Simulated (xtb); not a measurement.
xtb input:

```bash
xtb mol.xyz --gfn 2 --ohess tight --chrg 0 --uhf 0
```
mol.xyz:
```
4

Br    -1.35681256     1.46971375    -0.01075017
Ga    -0.50239971    -0.65468109     0.02665908
Br     1.82873213    -0.83803712    -0.03191346
H     -1.42511083    -1.92012906    -0.01204665
```

Q: Which total energy does the run end on?

A: -9.99337 Eh (GFN2-xTB).
